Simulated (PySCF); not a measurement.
# Kr⁺: ionisation energy

Kr⁺ [Ar] 3d10 4s2 4p5 (2P) → Kr²⁺ [Ar] 3d10 4s2 4p4 (3P), as a difference of total energies. Computed with PySCF 2.14 in aug-cc-pVTZ-PP with ECP10MDF (6s5p4d2f, 55 functions), with a scalar-relativistic core potential. Correlated levels: valence: 3s2 3p6 3d10 frozen. The calculations carry no spin-orbit coupling.

```
           method  ionisation energy (eV)
              UHF                  23.240
              LDA                  24.552
              PBE                  24.255
             PBE0                  24.308
           r2SCAN                  24.397
           M06-2X                  24.110
            M06-L                  24.072
          LC-wPBE                  24.382
           revPBE                  24.183
    MP2 (valence)                  24.088
SCS-MP2 (valence)                  24.086
```

How much does correlation contribute at MP2 (valence)?

24.088 − (23.240) = 0.848 eV, measured against UHF.

The reference lies between the lowest fine-structure levels, while these numbers refer to the centres of the terms.

Errors of the correlated levels include the incompleteness of this basis and the frozen core.

For comparison: 24.360 eV (measured; NIST Atomic Spectra Database, ionization energies).
